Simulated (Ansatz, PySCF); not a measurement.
CH$_{7}$ClO$_{2}$Si$_{2}$ (SMILES C[Si](O)(O)[SiH2]Cl), singlet, geometry from GFN2-xTB, with bond 10-4 at 1.4 times its length. Base run: PySCF with CASSCF(2,3)/STO-3G.

PySCF was given this input:
```python
from pyscf import gto, scf, mcscf
import numpy

mol = gto.Mole()
mol.atom = '''
    Si    1.21726377   -0.24953734   -0.63991059
    Cl    1.57151952   -1.90664297    0.49116994
    Si   -0.77321940    0.71566838   -0.01734826
    C    -2.30916511   -0.39880863   -0.22465286
    O    -0.77154882    1.33854712    1.49923645
    O    -0.81965775    2.01196224   -0.99521852
    H     2.42144539    0.57095560   -0.46307175
    H     1.25221258   -0.72523279   -2.02658960
    H    -2.20270625   -1.33317436    0.31967444
    H    -3.57205195    0.28398068    0.28433377
    H    -2.47261924   -0.65134075   -1.26778734
    H    -0.74252494    0.77589323    2.26674068
    H    -1.39239017    2.74987396   -0.80036647
'''
mol.basis = 'sto-3g'
mol.verbose = 4
mol.build()

mf = scf.RHF(mol)
mf.kernel()
mc = mcscf.CASSCF(mf, 3, 2)
mc.fix_spin_(ss=0.0)
mc.kernel()
occ = numpy.linalg.eigvalsh(mc.fcisolver.make_rdm1(mc.ci, mc.ncas, mc.nelecas))[::-1]
ss = mc.fcisolver.spin_square(mc.ci, mc.ncas, mc.nelecas)[0]
print('natural occupations', occ.round(4), ' <S^2>', round(ss, 4))
```

Programs used: Ansatz (a first-principles code), PySCF; a row that names a program was run with it.

Variants of this job, named by their change:

| change | ΔE vs base (mEh) | natural occupations | <S^2> of the state |
|---|---|---|---|
| base | 0.000 | 1.98 0.02 0.00 | 0.00 |
| code = ansatz | -29.371 | - | - |
| orbitals = fixed (CASCI) | 8.896 | 2.00 0.00 0.00 | 0.00 |
| active space = 6 electrons, 4 orbitals | 0.310 | 2.00 2.00 1.98 0.02 | 0.00 |
| state_average = 2 states | 14.386 | - | - |
| active space = 4 electrons, 4 orbitals | -12.377 | 1.98 1.98 0.02 0.01 | 0.00 |
| active space = 10 electrons, 9 orbitals | -76.737 | 2.00 1.99 1.98 1.97 1.92 0.08 0.03 0.02 0.02 | 0.00 |
| conv_tol = 1e-5 | 0.000 | 1.98 0.02 0.00 | 0.00 |
| active space = 4 electrons, 6 orbitals | -43.005 | 1.98 1.92 0.08 0.02 0.00 0.00 | 0.00 |
| orbitals = fixed (CASCI); correction = SC-NEVPT2 | -202.6 | 2.00 0.00 0.00 | 0.00 |
| start = MP2 natural orbitals | -29.392 | 1.92 0.08 0.00 | 0.00 |

Active orbitals are taken around the Fermi level unless the row says otherwise; CASSCF can end in different local minima, and two programs can end on different orbitals. State-averaged rows give the lowest state.
